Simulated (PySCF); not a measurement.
# Reading the logs of faulty runs: B2GeH7Si

Calculated results; nothing here was measured. The program is PySCF 2.14.0, an open-source quantum chemistry code, run on an isolated molecule that a program drew, which may never have been made. The molecule is B2GeH7Si (charge 0, doublet), drawn as the SMILES string `B[B][GeH2][SiH3]`.

Each row is a Hartree-Fock (HF) and frozen-core CCSD(T) single point in the cc-pV(D+d)Z basis, meant for a local HF minimum. Run 1 is clean. Each other run has one planted mistake out of seven kinds, and not every kind appears here: one electron removed, one electron added, multiplicity raised by two, geometry at a saddle point, minimal basis STO-3G, one bond length entered in bohr, all coordinates scaled. The reference is restricted for singlets and unrestricted otherwise, and also for a bond in bohr. Adding or removing an electron swaps singlet and doublet. Electrons count all cores. HOMO and LUMO are orbital energies over both spins, the gradient is its largest component, and the lowest frequency (negative if imaginary) is given only where the gradient is small. Bond lengths are over the 10 bonds as drawn. T1 is the CCSD diagnostic: over 0.02 (restricted) or 0.045 (unrestricted) a single reference is doubtful. Germanium has the cc-pVDZ-PP basis, with a core potential (ECP10MDF) in place of its 10 inner electrons, and its 3s, 3p and 3d shells are frozen in CCSD(T).

Geometry of the clean run:
```xyz
11
B2GeH7Si, angstrom
B    -1.8926    3.4058    0.2624
B    -0.9751    2.1072    0.5135
Ge    0.1905    0.4257    0.7537
Si    0.3876   -0.7227   -1.3586
H    -2.3585    3.6196   -0.8260
H    -2.1238    4.1769    1.1556
H    -0.4336   -0.5178    1.7906
H     1.5886    0.8138    1.2536
H    -0.9541   -1.1116   -1.8502
H     1.2127   -1.9388   -1.1771
H     1.0328    0.1618   -2.3556
```

| run | electrons | basis functions | <S^2> | HOMO (eV) | LUMO (eV) | gradient (hartree/bohr) | lowest frequency (cm^-1) | mean bond (Å) | longest bond (Å) | T1 | HF (hartree) | CCSD(T) (hartree) | mistake |
|---|---|---|---|---|---|---|---|---|---|---|---|---|---|
| 1 | 63 | 109 | 0.759 | -8.71 | 1.07 | 1.6e-05 | 71 | 1.5999 | 2.412 | 0.0175 | -635.67216 | -636.09866 | no fault |
| 2 | 63 | 109 | 0.757 | -8.91 | 1.06 | 4.6e-02 | - | 1.4879 | 2.244 | 0.0164 | -635.62120 | -636.04498 | all coordinates scaled |
| 3 | 63 | 109 | 1.545 | -8.37 | 0.98 | 1.1e-02 | - | 1.7431 | 3.042 | 0.0394 | -635.53123 | -635.93487 | one bond length entered in bohr |
| 4 | 62 | 109 | 0.000 | -15.29 | -6.34 | 4.8e-02 | - | 1.5999 | 2.412 | 0.0193 | -635.39720 | -635.80703 | one electron removed |
| 5 | 63 | 109 | 3.760 | -7.73 | -1.89 | 5.6e-02 | - | 1.5999 | 2.412 | 0.0397 | -635.53593 | -635.96549 | ? |

**Which mistake was planted in run 5, and what did it cost?**

Electrons, basis and geometry are unchanged, and <S^2> is 3.760, beside S(S+1) = 3.75 for a multiplicity of 4. So the mistake is: multiplicity raised by two. Subtracting run 1 and multiplying by 627.51 kcal/mol a hartree, the energy moved by 85.5 kcal/mol in HF and 83.6 kcal/mol in CCSD(T).

